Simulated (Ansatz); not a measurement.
A run for Ansatz (a program for electronic structure): U-B3LYP/cc-pVTZ on C2H5B (SMILES BC=C), a point of a bond scan (R = 1.900 Å).

Ansatz 0.2 input:
```yaml
crystal:
  periodic: [false, false, false]
  atoms:
    - {symbol: B, position_ang: [-0.19234175, 0.13481091, 1.34229151]}
    - {symbol: H, position_ang: [-0.50441493, 1.28521043, 1.41149558]}
    - {symbol: H, position_ang: [-0.13703202, -0.51541306, 2.34021942]}
    - {symbol: C, position_ang: [0.12716890, -0.46653708, -0.03328683]}
    - {symbol: C, position_ang: [0.06087359, 0.27672265, -1.14769155]}
    - {symbol: H, position_ang: [0.41541955, -1.50959045, -0.14140796]}
    - {symbol: H, position_ang: [0.44533461, -0.41512683, -2.87473823]}
    - {symbol: H, position_ang: [-0.22108437, 1.32324500, -1.10131893]}
basis:
  gaussian:
    orbitals: cc-pVTZ
hamiltonian:
  xc: {name: B3LYP}
magnetization: {spin_polarized: true, initial_magnetization: 0}
```

Program output:

```
WARN ansatz: RAYON_NUM_THREADS=1 ignored (pool sized by the plan → 1); use --threads N
Functional definition: B3LYP
integrals: 0.05 GiB planned
840 factors; their error is unknown
mean field: 0.67 GiB planned
mean field evaluation 1: about -2820.6514 eV, gradient 3.7e1 eV
mean field evaluation 2: about -2808.7239 eV, gradient 5.5e1 eV
mean field evaluation 4: about -2828.6009 eV, gradient 2.7e0 eV
mean field evaluation 8: about -2828.6404 eV, gradient 2.4e-1 eV
mean field evaluation 16: about -2828.6406 eV, gradient 1.6e-5 eV
mean field -2828.64056276 eV, -103.9506233599 hartree, gradient 2.3e-5 eV, S^2 0.000000; 1 other end points of the search recorded, 0 dependent functions left out
reference -2828.64080270 eV, -103.9506321776 hartree; 11, 11 occupied and 149, 149 virtual orbitals, 840 factors
Total energy: -2828.64080270 eV, -103.9506321776 hartree
```

Self-consistency was reached.

Cost: about 10 core-seconds (a rough figure).
